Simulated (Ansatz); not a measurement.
Reaction (substitution at a C–B bond): `BCCBr` + HBr → `BrCCBr` + BH₃

Program: Ansatz. Geometries: PBE0-D4/def2-TZVP. ΔE: electronic, gas phase. CCSD(T)/CBS adds triple-zeta CCSD(T) − MP2 to the extrapolated MP2 energy (def2 sets, frozen cores). This one scheme is used for every species. For Br outer-core shells are correlated without core-valence functions, which leaves a few kJ/mol of doubt a bond. Scalar relativity is left out up to krypton. Each species was taken in one conformer, which may not be the lowest.

`BCCBr`:

Cartesian coordinates in Å:
```
B 0.680 0.738 -1.061
C -0.512 0.296 -0.163
C -0.195 -0.630 0.985
Br 0.416 -2.360 0.317
H 0.470 1.275 -2.109
H 1.810 0.619 -0.683
H -1.353 -0.082 -0.753
H -0.882 1.255 0.250
H -1.054 -0.855 1.615
H 0.621 -0.257 1.602
```

HBr:

Z-matrix (Å, degrees):
```
Br
H 1 1.420
```

`BrCCBr`:

```xyz
8

Br   -1.511   -0.578   -1.640
C     0.052   -0.576   -0.478
C    -0.052    0.576    0.478
Br    1.511    0.579    1.639
H     0.060   -1.535    0.034
H     0.921   -0.494   -1.126
H    -0.060    1.535   -0.034
H    -0.921    0.494    1.127
```

BH₃:

Z-matrix (Å, degrees):
```
B
H 1 1.193
H 1 1.193 2 120.0
H 1 1.193 2 120.0 3 180.0
```

```
 species  CCSD(T)/CBS(def2) energy (Eh)
 `BCCBr`                    -2677.80975
     HBr                    -2573.91920
`BrCCBr`                    -5225.15531
     BH₃                      -26.55200
```

Task: Work out ΔE.

Result: ΔE = (-5225.15531) + (-26.55200) − (-2677.80975) − (-2573.91920) = 0.02164 Eh = +56.8 kJ/mol.

Largest T1 diagnostic among the species: 0.008.
